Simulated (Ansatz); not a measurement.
`NB[S][GeH3]` → `NBS` + `[GeH2]`  (germylene loss)

Isolated molecules relaxed with PBE0-D4/def2-TZVP in Ansatz; ΔE leaves out vibrations. CCSD(T)/CBS adds triple-zeta CCSD(T) − MP2 to the extrapolated MP2 energy (def2 sets, frozen cores). DFT in def2-TZVPP. For Ge outer-core shells are correlated without core-valence functions, which leaves a few kJ/mol of doubt a bond. Scalar relativity is left out up to krypton. Each species was taken in one conformer, which may not be the lowest.

CCSD(T)/CBS gives +214.6 kJ/mol.

(1) Another level gave +197.9 kJ/mol. Which?
A. B2PLYP/def2-TZVPP
B. BHLYP/def2-TZVPP
C. r2SCANh/def2-TZVPP
D. PBE0-D4/def2-TZVPP

Largest T1 diagnostic among the species: 0.012.

## Answers

(1) B. BHLYP 197.9, r2SCANh 226.9, PBE0-D4 222.3, B2PLYP 204.6 kJ/mol.

Leaving LDA and LC-ωPBE aside and taking each functional with its dispersion term where it has one, the values, not all of them listed here, spread over 49.1 kJ/mol, from BLYP-D4 to PBE-QIDH. LDA lies +40.2 kJ/mol from PBE without D4. At CCSD(T), def2-SVP lies −11.0 kJ/mol from the extrapolated value and def2-TZVPP +3.4 kJ/mol. In def2-TZVPP, CCSD(T) changes the Hartree–Fock value by +30.0 kJ/mol (the triples alone add +6.1 kJ/mol) and MP2 by +49.8 kJ/mol.
